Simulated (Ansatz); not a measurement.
Ansatz (a quantum-chemistry and plane-wave program) input for C3H7O, SMILES [OH+]=C(C)C, charge +1, B3LYP-D3(BJ)/def2-SVP. 

Ansatz 0.2 input:
```yaml
crystal:
  periodic: [false, false, false]
  atoms:
    - {symbol: C, position_ang: [1.26965387, -0.51896776, 0.41888377]}
    - {symbol: C, position_ang: [0.00892238, 0.05648287, -0.04068437]}
    - {symbol: C, position_ang: [-1.26739322, -0.54645076, 0.33355233]}
    - {symbol: O, position_ang: [0.08543941, 1.09586555, -0.76462899]}
    - {symbol: H, position_ang: [1.17895361, -0.97571696, 1.40262159]}
    - {symbol: H, position_ang: [1.54863967, -1.32709576, -0.26756859]}
    - {symbol: H, position_ang: [2.07700567, 0.21131719, 0.38801093]}
    - {symbol: H, position_ang: [-2.09129879, -0.24979298, -0.31491206]}
    - {symbol: H, position_ang: [-1.51580724, -0.22138946, 1.35105881]}
    - {symbol: H, position_ang: [-1.19975331, -1.63266797, 0.38837529]}
    - {symbol: H, position_ang: [-0.74835294, 1.48203558, -1.10106437]}
basis:
  gaussian:
    orbitals: def2-SVP
hamiltonian:
  xc: b3lyp
  dispersion: d3bj
total_charge: 1
relax: {f_tol: 0.002, max_steps: 200}
```

Program output:

```
WARN ansatz: RAYON_NUM_THREADS=1 ignored (pool sized by the plan → 1); use --threads N
Functional definition: B3LYP
integrals: 0.04 GiB planned
1026 factors; integrals over basis functions are off by at most 3.0e-4 eV
mean field: 0.31 GiB planned
mean field evaluation 1: about -5248.3703 eV, gradient 7.6e1 eV
mean field evaluation 2: about -5244.3375 eV, gradient 8.8e1 eV
mean field evaluation 4: about -5260.9802 eV, gradient 2.7e0 eV
mean field evaluation 8: about -5260.9928 eV, gradient 1.8e-1 eV
mean field -5260.99287539 eV, -193.3379221415 hartree, gradient 4.1e-5 eV, S^2 0.000000; 0 other end points of the search recorded, 0 dependent functions left out
the calculation of the forces begins
reference -5260.99309709 eV, -193.3379302889 hartree; 16, 16 occupied and 75, 75 virtual orbitals, 1026 factors
relax step   1: F+E_penalty+E_count = -5261.29016549 eV  Δ(F+E_penalty+E_count) = +0.000e0 eV  max|allowed force component| = 4.053e-1 eV/Å  Δτ_max = 0.0000 Å  (25 SCF iters, accepted)
these checks for a lower state are left out or cut short: starts, cluster_reference, orbital_swaps, neighbouring_geometries, increment
integrals: 0.04 GiB planned
1026 factors; integrals over basis functions are off by at most 3.2e-4 eV
mean field: 0.31 GiB planned
mean field evaluation 16: about -5261.0217 eV, gradient 1.5e0 eV
mean field -5261.02429340 eV, -193.3390767321 hartree, gradient 6.1e-5 eV, S^2 0.000000; 0 other end points of the search recorded, 0 dependent functions left out
the calculation of the forces begins
reference -5261.02451595 eV, -193.3390849106 hartree; 16, 16 occupied and 75, 75 virtual orbitals, 1026 factors
relax step   2: F+E_penalty+E_count = -5261.32080641 eV  Δ(F+E_penalty+E_count) = -3.064e-2 eV  max|allowed force component| = 2.476e-1 eV/Å  Δτ_max = 0.0240 Å  (25 SCF iters, accepted)
these checks for a lower state are left out or cut short: starts, cluster_reference, orbital_swaps, neighbouring_geometries, increment
integrals: 0.04 GiB planned
1026 factors; integrals over basis functions are off by at most 3.3e-4 eV
mean field: 0.31 GiB planned
mean field -5261.03047063 eV, -193.3393037413 hartree, gradient 6.9e-5 eV, S^2 0.000000; 0 other end points of the search recorded, 0 dependent functions left out
the calculation of the forces begins
reference -5261.03069336 eV, -193.3393119262 hartree; 16, 16 occupied and 75, 75 virtual orbitals, 1026 factors
relax step   3: F+E_penalty+E_count = -5261.32673187 eV  Δ(F+E_penalty+E_count) = -5.925e-3 eV  max|allowed force component| = 6.842e-2 eV/Å  Δτ_max = 0.0214 Å  (25 SCF iters, accepted)
these checks for a lower state are left out or cut short: starts, cluster_reference, orbital_swaps, neighbouring_geometries, increment
integrals: 0.04 GiB planned
1026 factors; integrals over basis functions are off by at most 3.3e-4 eV
mean field: 0.31 GiB planned
mean field -5261.03115177 eV, -193.3393287726 hartree, gradient 7.4e-5 eV, S^2 0.000000; 0 other end points of the search recorded, 0 dependent functions left out
the calculation of the forces begins
reference -5261.03137406 eV, -193.3393369415 hartree; 16, 16 occupied and 75, 75 virtual orbitals, 1026 factors
relax step   4: F+E_penalty+E_count = -5261.32768483 eV  Δ(F+E_penalty+E_count) = -9.530e-4 eV  max|allowed force component| = 6.899e-2 eV/Å  Δτ_max = 0.0339 Å  (24 SCF iters, accepted)
these checks for a lower state are left out or cut short: starts, cluster_reference, orbital_swaps, neighbouring_geometries, increment
integrals: 0.04 GiB planned
1026 factors; integrals over basis functions are off by at most 3.3e-4 eV
mean field: 0.31 GiB planned
mean field evaluation 32: about -5261.0365 eV, gradient 1.2e-3 eV
mean field -5261.03145403 eV, -193.3393398805 hartree, gradient 7.3e-5 eV, S^2 0.000000; 0 other end points of the search recorded, 0 dependent functions left out
the calculation of the forces begins
reference -5261.03167632 eV, -193.3393480495 hartree; 16, 16 occupied and 75, 75 virtual orbitals, 1026 factors
relax step   5: F+E_penalty+E_count = -5261.32789530 eV  Δ(F+E_penalty+E_count) = -2.105e-4 eV  max|allowed force component| = 2.177e-2 eV/Å  Δτ_max = 0.0160 Å  (25 SCF iters, accepted)
these checks for a lower state are left out or cut short: starts, cluster_reference, orbital_swaps, neighbouring_geometries, increment
integrals: 0.04 GiB planned
1026 factors; integrals over basis functions are off by at most 3.3e-4 eV
mean field: 0.31 GiB planned
mean field -5261.03147418 eV, -193.3393406210 hartree, gradient 8.3e-6 eV, S^2 0.000000; 0 other end points of the search recorded, 0 dependent functions left out
the calculation of the forces begins
reference -5261.03169648 eV, -193.3393487901 hartree; 16, 16 occupied and 75, 75 virtual orbitals, 1026 factors
relax step   6: F+E_penalty+E_count = -5261.32792507 eV  Δ(F+E_penalty+E_count) = -2.977e-5 eV  max|allowed force component| = 9.860e-3 eV/Å  Δτ_max = 0.0052 Å  (22 SCF iters, accepted)
these checks for a lower state are left out or cut short: starts, cluster_reference, orbital_swaps, neighbouring_geometries, increment
integrals: 0.04 GiB planned
1026 factors; integrals over basis functions are off by at most 3.3e-4 eV
mean field: 0.31 GiB planned
mean field -5261.03146157 eV, -193.3393401576 hartree, gradient 2.5e-5 eV, S^2 0.000000; 0 other end points of the search recorded, 0 dependent functions left out
the calculation of the forces begins
reference -5261.03168386 eV, -193.3393483264 hartree; 16, 16 occupied and 75, 75 virtual orbitals, 1026 factors
relax step   7: F+E_penalty+E_count = -5261.32791924 eV  Δ(F+E_penalty+E_count) = +5.837e-6 eV  max|allowed force component| = 2.482e-2 eV/Å  Δτ_max = 0.0070 Å  (22 SCF iters, rejected (line search))
these checks for a lower state are left out or cut short: starts, cluster_reference, orbital_swaps, neighbouring_geometries, increment
integrals: 0.04 GiB planned
1026 factors; integrals over basis functions are off by at most 3.3e-4 eV
mean field: 0.31 GiB planned
mean field -5261.03148671 eV, -193.3393410813 hartree, gradient 7.4e-5 eV, S^2 0.000000; 0 other end points of the search recorded, 0 dependent functions left out
the calculation of the forces begins
reference -5261.03170900 eV, -193.3393492504 hartree; 16, 16 occupied and 75, 75 virtual orbitals, 1026 factors
relax step   8: F+E_penalty+E_count = -5261.32793468 eV  Δ(F+E_penalty+E_count) = -9.610e-6 eV  max|allowed force component| = 1.361e-3 eV/Å  Δτ_max = 0.0035 Å  (18 SCF iters, accepted)
these checks for a lower state are left out or cut short: starts, cluster_reference, orbital_swaps, neighbouring_geometries, increment
integrals: 0.04 GiB planned
1026 factors; integrals over basis functions are off by at most 3.3e-4 eV
mean field: 0.31 GiB planned
mean field -5261.03149053 eV, -193.3393412218 hartree, gradient 4.9e-5 eV, S^2 0.000000; 0 other end points of the search recorded, 0 dependent functions left out
the calculation of the forces begins
reference -5261.03171282 eV, -193.3393493908 hartree; 16, 16 occupied and 75, 75 virtual orbitals, 1026 factors
relax step   9: F+E_penalty+E_count = -5261.32793719 eV  Δ(F+E_penalty+E_count) = -2.505e-6 eV  max|allowed force component| = 1.625e-3 eV/Å  Δτ_max = 0.0031 Å  (19 SCF iters, accepted)
integrals: 0.04 GiB planned
1026 factors; integrals over basis functions are off by at most 3.3e-4 eV
mean field: 0.31 GiB planned
mean field evaluation 64: about -5261.0313 eV, gradient 2.8e-1 eV
mean field -5261.03149053 eV, -193.3393412218 hartree, gradient 4.9e-5 eV, S^2 0.000000; 1 other end points of the search recorded, 0 dependent functions left out
the calculation of the forces begins
reference -5261.03171282 eV, -193.3393493908 hartree; 16, 16 occupied and 75, 75 virtual orbitals, 1026 factors
Total energy: -5261.32815948 eV, -193.3502436045 hartree
Atom 0 at     1.292124    -0.505042     0.431643 Å, force     0.000724    -0.000094     0.000219 eV/Å
Atom 1 at     0.014574     0.052728    -0.034284 Å, force     0.000814     0.001026    -0.001025 eV/Å
Atom 2 at    -1.286481    -0.540852     0.322506 Å, force    -0.000691    -0.000368     0.001084 eV/Å
Atom 3 at     0.093173     1.091257    -0.770827 Å, force     0.000335    -0.001625     0.001094 eV/Å
Atom 4 at     1.196481    -0.924432     1.444330 Å, force     0.000149     0.000149    -0.000135 eV/Å
Atom 5 at     1.528755    -1.357965    -0.237895 Å, force    -0.000480     0.000147     0.000120 eV/Å
Atom 6 at     2.107041     0.227066     0.359905 Å, force    -0.000021    -0.000330     0.000097 eV/Å
Atom 7 at    -2.118249    -0.178128    -0.298479 Å, force     0.000326    -0.000085     0.000137 eV/Å
Atom 8 at    -1.485743    -0.276694     1.380554 Å, force    -0.000295    -0.000294    -0.000926 eV/Å
Atom 9 at    -1.227832    -1.640685     0.293482 Å, force     0.000207     0.000699    -0.000126 eV/Å
Atom 10 at    -0.767834     1.426367    -1.097291 Å, force    -0.001068     0.000775    -0.000539 eV/Å
Dipole moment:    -0.325087    -0.058759     0.002097 e Å
```

The calculation finished and met its thresholds.

Cost: roughly 23 core-seconds.
